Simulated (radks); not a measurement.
Ru+, configuration [Kr] 4d7. Calculated with a radial shooting solver on a logarithmic mesh with Libxc functionals: Dirac Kohn-Sham, BLYP, spin-unpolarised, spherical densities, finite nucleus; open shells fill j = l - 1/2 first; Fermi nuclear charge, rms radius 4.4809 fm. Some entries of the table are withheld. Estimate them.

orbital  occ.  eigenvalue (eV)  <r^2> (bohr^2)  <r> (bohr)
1s1/2       2        -21936.57        0.001509     0.03343
2s1/2       2        -3159.492         0.02495      0.1453
2p1/2       2        -2920.366         0.01876      0.1236
2p3/2       4        -2789.365         0.02011      0.1284
3s1/2       2        -562.0805          0.1857      0.4026
3p1/2       2        -469.3079          0.1823      0.3958
3p3/2       4        -447.0857          0.1921      0.4064
3d3/2       4        -282.7443          0.1751      0.3822
3d5/2       6        -278.4145          0.1781      0.3857
4s1/2       2         -83.6228           1.177       1.019
4p1/2       2         -56.0253           1.408       1.107
4p3/2       4         -52.6295           1.490       1.139
4d3/2       4              (1)           3.303         (2)
4d5/2       3              (3)           3.400         (4)

Answer. 
(1) 4d3/2 eigenvalue (eV): -12.6420
(2) 4d3/2 <r> (bohr): 1.640
(3) 4d5/2 eigenvalue (eV): -12.3109
(4) 4d5/2 <r> (bohr): 1.663
